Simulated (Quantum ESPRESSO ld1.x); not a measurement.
Results of a calculation; reference values are marked as such.
All-electron atom: the krypton ion Kr2+ in [Ar] 3d10 4s2 4p2 5s2 (not the ground configuration).

Code: ld1.x of Quantum ESPRESSO 7.5. Model: Dirac Kohn-Sham, relativistic LDA (MacDonald-Vosko exchange, VWN5 correlation), spin-unpolarised, spherical densities, point nucleus; open shells are shared between the two j in proportion to 2j + 1.

Energy parts (hartree):
part                     energy
total                 -2781.207
kinetic                2849.688
electron-nucleus      -6675.779
Hartree                1133.734
exchange-correlation    -88.850

Orbitals (lengths in bohr, moments of r in powers of bohr; <r^-3> diverges for s and p1/2; r(90%) holds 90 % of the orbital's charge):
\begin{tabular}{lrrrrrr}
orbital & occ. & eigenvalue (hartree) & <r^-3> & r(90%) & <1/r> & small-component weight \\ \hline
1s1/2 & 2 & -518.930 & - & 0.0744 & 36.64 & 1.70e-02 \\
2s1/2 & 2 & -69.6546 & - & 0.284 & 8.204 & 3.37e-03 \\
2p1/2 & 2 & -63.2031 & - & 0.258 & 8.183 & 3.38e-03 \\
2p3/2 & 4 & -61.2390 & 1421 & 0.263 & 7.899 & 3.29e-03 \\
3s1/2 & 2 & -11.0613 & - & 0.791 & 2.709 & 8.28e-04 \\
3p1/2 & 2 & -8.76900 & - & 0.815 & 2.599 & 7.79e-04 \\
3p3/2 & 4 & -8.47846 & 212.2 & 0.830 & 2.531 & 7.56e-04 \\
3d3/2 & 4 & -4.44940 & 27.79 & 0.902 & 2.290 & 6.40e-04 \\
3d5/2 & 6 & -4.40118 & 26.83 & 0.908 & 2.272 & 6.34e-04 \\
4s1/2 & 2 & -2.06258 & - & 2.11 & 0.9301 & 1.61e-04 \\
4p1/2 & 0.666667 & -1.49601 & - & 2.39 & 0.8221 & 1.31e-04 \\
4p3/2 & 1.33333 & -1.46088 & 25.83 & 2.43 & 0.8064 & 1.27e-04 \\
4d3/2 & 0 & -0.67828 & 1.947 & 3.54 & 0.5643 & 6.87e-05 \\
4d5/2 & 0 & -0.67497 & 1.888 & 3.55 & 0.5616 & 6.82e-05 \\
4f5/2 & 0 & -0.22720 & 0.03057 & 7.04 & 0.2514 & 1.37e-05 \\
4f7/2 & 0 & -0.22718 & 0.03054 & 7.04 & 0.2513 & 1.37e-05 \\
5s1/2 & 2 & -0.61213 & - & 4.86 & 0.3842 & 4.00e-05 \\
5p1/2 & 0 & -0.46727 & - & 5.59 & 0.3354 & 3.25e-05 \\
5p3/2 & 0 & -0.46029 & 5.167 & 5.65 & 0.3312 & 3.20e-05 \\
6s1/2 & 0 & -0.25059 & - & 9.24 & 0.2027 & 1.61e-05 \\
\end{tabular}

The highest occupied level is 5s1/2 at -16.657 eV. The configuration is held as typed, so some empty levels lie below it. Summed over all electrons, <r^2> = 43.64 bohr^2, which gives a Langevin (diamagnetic) susceptibility term of -34.6 x 10^-6 cm^3/mol. The density falls to 0.001 e/bohr^3 at r = 4.78 bohr.
